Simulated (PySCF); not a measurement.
Compound: C7H14BN.
Bonds: B1–N2, N2–C3 (triple), C3–C4, C4–C5, C5–C6, C6–C7, C7–C8, C8–C9, C5–C9. Hydrogens: H10, H11, H12 on B1; H13, H14 on C4; H15 on C5; H16, H17 on C6; H18, H19 on C7; H20, H21 on C8; H22, H23 on C9.

Theory: PBE0-D3(BJ)/def2-SVP geometry optimisation, gas phase (PySCF).

(1) List the bond lengths, angles and torsions at this level.

Results:

(1) 
```json
{"bond": "B1–N2", "length (Å)": "1.531", "order": "single"}
{"bond": "N2≡C3", "length (Å)": "1.151", "order": "triple"}
{"bond": "C3–C4", "length (Å)": "1.452", "order": "single"}
{"bond": "C4–C5", "length (Å)": "1.531", "order": "single"}
{"bond": "C5–C6", "length (Å)": "1.540", "order": "single"}
{"bond": "C6–C7", "length (Å)": "1.545", "order": "single"}
{"bond": "C7–C8", "length (Å)": "1.535", "order": "single"}
{"bond": "C8–C9", "length (Å)": "1.523", "order": "single"}
{"bond": "C5–C9", "length (Å)": "1.529", "order": "single"}
{"bond": "B1–H10, B1–H11, B1–H12", "length (Å)": "1.224", "order": "single"}
{"bond": "C4–H13, C4–H14", "length (Å)": "1.104", "order": "single"}
{"bond": "C5–H15", "length (Å)": "1.104", "order": "single"}
{"bond": "C6–H16, C9–H23", "length (Å)": "1.101", "order": "single"}
{"bond": "C6–H17, C9–H22", "length (Å)": "1.104", "order": "single"}
{"bond": "C7–H18, C8–H20", "length (Å)": "1.101", "order": "single"}
{"bond": "C7–H19, C8–H21", "length (Å)": "1.100", "order": "single"}
```

Bonds in one row agree within 0.01 Å and their mean is given. Orders are formal, as drawn. A selection of angles:
```json
{"angle": "B1–N2–C3", "degrees": "179.4"}
{"angle": "N2–C3–C4", "degrees": "178.1"}
{"angle": "C3–C4–C5", "degrees": "112.7"}
{"angle": "C4–C5–C6", "degrees": "112.8"}
{"angle": "C4–C5–C9", "degrees": "114.9"}
{"angle": "C6–C5–C9", "degrees": "104.3"}
{"angle": "C5–C6–C7", "degrees": "105.7"}
{"angle": "C6–C7–C8", "degrees": "105.7"}
{"angle": "C7–C8–C9", "degrees": "103.8"}
{"angle": "C5–C9–C8", "degrees": "102.4"}
```

Torsions: C3–C4–C5–C6 179° (antiperiplanar); C4–C5–C6–C7 148° (anticlinal); C5–C6–C7–C8 3° (synperiplanar); C6–C7–C8–C9 -28° (synperiplanar); C7–C8–C9–C5 42° (synclinal); C4–C5–C9–C8 -164° (antiperiplanar). The mirror-image conformer, all signs reversed, is as good.

The C–C distances run from 1.452 Å (C3–C4, drawn single) to 1.545 Å (C6–C7, drawn single), a spread of 0.093 Å. Of the pairs four or more bonds apart, C3···H23 is among the closest relative to their van der Waals radii: 2.95 Å, 102 % of the sum of Bondi's values. The 5-membered ring C5–C6–C7–C8–C9 has internal angles of 102.4° to 105.7°; it is puckered, 0.19 Å rms from its mean plane, widest ring torsion 42°. B1 (four-coordinate boron) is distorted tetrahedral (angles from 105.8° to 112.8°).

Point group: C1 (no symmetry element, even within 0.4 Å). Not checked by PBE0-D3(BJ)/def2-SVP frequencies. One conformer, not necessarily the lowest.
